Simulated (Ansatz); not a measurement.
`[CH3][Al]([SH])[Cl]` + NH₃ → `[CH3][Al]([NH2])[SH]` + HCl at 298.15 K and 1 bar (ligand exchange at the Al–Cl bond).

Program: Ansatz. Geometries: PBE0-D4/def2-TZVP. ΔE: electronic, gas phase. CBS: MP2 limit from def2 TZ/QZ plus the TZ coupled-cluster correction, frozen cores. This one scheme is used for every species. Each species was taken in one conformer, which may not be the lowest.

```json
{"species": "`[CH3][Al]([SH])[Cl]`", "CCSD(T)/CBS energy (Eh)": "-1140.16049", "H − E (kJ/mol)": "144.1", "S (J/(mol·K))": "355.2"}
{"species": "NH₃", "CCSD(T)/CBS energy (Eh)": "-56.50880", "H − E (kJ/mol)": "100.5", "S (J/(mol·K))": "192.4"}
{"species": "`[CH3][Al]([NH2])[SH]`", "CCSD(T)/CBS energy (Eh)": "-736.25800", "H − E (kJ/mol)": "208.7", "S (J/(mol·K))": "360.5"}
{"species": "HCl", "CCSD(T)/CBS energy (Eh)": "-460.38127", "H − E (kJ/mol)": "26.6", "S (J/(mol·K))": "186.8"}
```

H − E and S are ideal-gas, rigid-rotor, harmonic terms from PBE0-D4/def2-TZVP, for one conformer and one mirror image of each species. 1 Eh = 2625.50 kJ/mol, R = 8.31446 J/(mol·K).

Problem. By hand: ΔE, ΔH, ΔS and ΔG.

Solution. ΔE = (-736.25800) + (-460.38127) − (-1140.16049) − (-56.50880) = 0.03002 Eh = 78.8 kJ/mol. Δ(H − E) = 208.7 + 26.6 − 144.1 − 100.5 = -9.3, so ΔH = 69.5 kJ/mol. ΔS = 360.5 + 186.8 − 355.2 − 192.4 = -0.3 J/(mol·K). ΔG = 69.5 − 298.15 × (-0.3)/1000 = 69.6 kJ/mol.

Problem. By hand: the equilibrium constant, and the temperature at which ΔG would vanish if ΔH and ΔS stayed fixed.

Solution. log₁₀ K = −ΔG/(RT ln 10) = -12.2. ΔH and −TΔS have one sign here, so there is no such temperature.

The number of gas molecules stays the same, so ΔS is small and ΔH decides. A doubt of 5 kJ/mol in ΔE shifts log₁₀ K by 0.9 here. Other conformers and mirror images would add mixing entropy, several J/(mol·K) or more a flexible species. Modes under 60 cm⁻¹, often nearly free rotors, make the harmonic entropy too high. These are equilibria of isolated gas molecules and say nothing of rates. Largest T1 diagnostic: 0.010 (customary marks: 0.02 for closed shells, 0.045 for open ones).

ΔS is within the doubt of such terms, so its sign, and with it that verdict, could turn.
